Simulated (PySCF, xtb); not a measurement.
furan-2-ylsilane (C4H6OSi), SMILES o1cccc1[SiH3].

Harmonic wavenumbers (cm⁻¹) from xtb with GFN2-xTB at its own minimum, in rising order: 47, 157, 181, 461, 526, 551, 586, 633, 766, 772, 784, 793, 823, 848, 860, 910, 1041, 1095, 1117, 1186, 1215, 1364, 1440, 1556, 2253, 2262, 2275, 3159, 3174, 3185.

### Question
What does PBE-D3(BJ)/def2-SVP (PySCF 2.14.0) give at its own minimum? (The exact figures need the calculation; the answer reports its results.)

### Answer
93, 160, 188, 438, 577, 597, 627, 690, 732, 805, 866, 873, 879, 897, 905, 922, 994, 1067, 1136, 1170, 1197, 1370, 1458, 1553, 2164, 2166, 2184, 3182, 3193, 3212. Paired by order, the mean absolute difference is 39 cm⁻¹ and the zero-point energies are 51.5 and 51.9 kcal/mol.
